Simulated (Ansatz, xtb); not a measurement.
# CH4OSn+: where a starting geometry ends

The starting geometry of this gas-phase doublet was built from a drawn formula by distance geometry and a force field; its bonds are those of `[CH]1[OH+][SnH2]1`.

```tsv
atom	x (Å)	y (Å)	z (Å)
C	0.4262	2.3958	1.5562
O	-0.7548	1.9971	0.9466
Sn	0.7379	0.7855	0.2171
H	0.4366	1.9592	2.5902
H	-0.8587	2.7077	0.2491
H	0.9337	1.1899	-1.5341
H	0.4436	-0.8176	0.7308
```

Problem. Predict what becomes of its bonds when it is optimised with r2SCAN-D4/def2-SVP.

Solution. A bond breaks, leaving `O[CH][SnH2+]`. Contacts that open: O2–Sn3 (2.06 → 2.96 Å).

The energy falls by 2.32 eV over 19 steps:

```csv
step,E − E(last) (eV)
1,2.319
3,1.274
5,1.075
7,1.022
9,0.889
11,0.441
13,0.116
15,0.006
17,0.000
19,0.000
```

Final geometry (Å):

```xyz
7

C    -0.0725    1.8590    1.2203
O    -0.5537    2.9313    0.6585
Sn    0.8185    0.3874    0.0302
H    -0.1495    1.7576    2.3154
H    -0.9490    3.5594    1.2939
H     0.8667    0.6758   -1.6297
H     1.4040   -0.9529    0.8672
```

From the same start GFN2-xTB ends elsewhere, differing in C1–Sn3 (2.67 against 2.09 Å here).

No frequencies were run, so the end isn't proven a minimum. Open shells are spin-unrestricted. Atoms past krypton carry core potentials, without spin–orbit terms. Run with Ansatz 0.2.0, 2.1 min on 1 thread of Arm Neoverse V2, with other jobs on the host.
